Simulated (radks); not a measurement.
Results of a calculation; reference values are marked as such.
Task: All-electron atom: Pt+ in [Kr] 4d10 4f14 5s2 5p4 5d9 6p2 (not the ground configuration). Level of theory: Dirac Kohn-Sham, LDA (Slater exchange, Perdew-Wang correlation), spin-unpolarised, spherical densities, finite nucleus; open shells are shared between the two j in proportion to 2j + 1; Fermi nuclear charge, rms radius 5.427 fm (a radial shooting solver on a logarithmic mesh with Libxc functionals). Some entries of the table are withheld. Estimate them.

orbital,occ.,eigenvalue (eV),r(max) (bohr),<r> (bohr)
1s1/2,2,-78234.71,0.01063,0.01716
2s1/2,2,(1),0.06148,0.07175
2p1/2,2,-13193.45,0.04533,0.05908
2p3/2,4,-11466.31,0.05260,0.06751
3s1/2,2,-3248.654,0.1730,0.1867
3p1/2,2,-2994.696,0.1615,0.1769
3p3/2,4,-2615.132,0.1763,0.1924
3d3/2,4,-2188.945,0.1374,0.1676
3d5/2,6,-2107.054,0.1414,0.1724
4s1/2,2,-716.0233,0.3905,0.4152
4p1/2,2,-608.1113,0.3888,0.4180
4p3/2,4,-517.4550,0.4196,0.4520
4d3/2,4,-339.8890,0.4130,(2)
4d5/2,6,-323.0173,0.4226,(3)
5s1/2,2,-123.6280,0.8656,0.9430
4f5/2,6,-95.7908,0.3819,0.5102
4f7/2,8,-92.3154,0.3865,0.5173
5p1/2,1.33333,-88.4980,0.9143,1.017
5p3/2,2.66667,-72.7037,0.9925,1.110
5d3/2,3.6,-24.9829,1.190,1.453
5d5/2,5.4,-23.2537,1.225,1.502
6s1/2,0,-17.8900,2.142,2.451
6p1/2,0.666667,-11.0195,2.542,2.985
6p3/2,1.33333,-9.5327,2.812,3.286
6d3/2,0,-3.2814,4.733,5.590
6d5/2,0,-3.1930,4.848,5.714
7p1/2,0,-2.8951,6.778,7.447
7p3/2,0,-2.6077,7.352,8.058
5f5/2,0,-1.0941,8.767,11.15
5f7/2,0,-1.0937,8.775,11.16

Result: 
(1) 2s1/2 eigenvalue (eV): -13755.50
(2) 4d3/2 <r> (bohr): 0.4617
(3) 4d5/2 <r> (bohr): 0.4729
